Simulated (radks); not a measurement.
Question: Radial electron density D(r) = 4 pi r^2 rho(r) of an atom or ion with 42 electrons. Calculated with a radial shooting solver on a logarithmic mesh with Libxc functionals: scalar-relativistic Kohn-Sham, r2SCAN, spin-unpolarised, spherical densities, finite nucleus; meta-GGA in the generalised Kohn-Sham scheme; Fermi nuclear charge, rms radius of each element as measured or else 0.836 A^(1/3) + 0.57 fm.

r (bohr),D(r) (e/bohr)
0.003481,7.247
0.004053,9.224
0.004718,11.65
0.005492,14.58
0.006394,18.05
0.007444,22.08
0.008666,26.62
0.01009,31.57
0.01174,36.73
0.01367,41.81
0.01592,46.42
0.01853,50.11
0.02174,52.53
0.02531,53.13
0.02947,52.06
0.03431,49.72
0.03994,47.01
0.0465,45.14
0.05413,45.34
0.06301,48.34
0.07336,53.82
0.0854,60.16
0.09942,64.83
0.1157,65.38
0.1347,60.89
0.1581,52.40
0.1841,44.57
0.2143,40.84
0.2495,42.56
0.2904,47.33
0.3381,50.23
0.3936,47.33
0.4582,38.45
0.5335,27.01
0.621,17.47
0.723,12.41
0.8417,11.25
0.9798,11.59
1.15,11.16
1.339,9.377
1.558,6.886
1.814,4.538
2.112,2.802
2.459,1.707
2.862,1.070
3.332,0.7020
3.879,0.4807
4.516,0.3384
5.257,0.2382
6.12,0.1608
7.182,0.09664
8.361,0.05193
9.734,0.02350
11.33,0.008687
13.19,0.002556
15.36,0.0005850
17.88,0.0001018

What is the nuclear charge?

Answer: Z = 42. The innermost maximum, from 1s, lies near gamma/Z bohr with gamma = sqrt(1 - (Z/c)^2) = 0.952, here 0.0227 bohr (found: 0.0247), and its height grows with Z. The density is that of neutral molybdenum in [Kr] 4d5 5p1; the configuration itself is not fixed sharply by these data, and Z only to a few units. D(r) has 4 maxima, at r = 0.0247, 0.109, 0.341, 1.01 bohr, and minima at 0.0496, 0.220, 0.842 bohr, inside which lie 2.03, 11.08, 29.25 electrons.
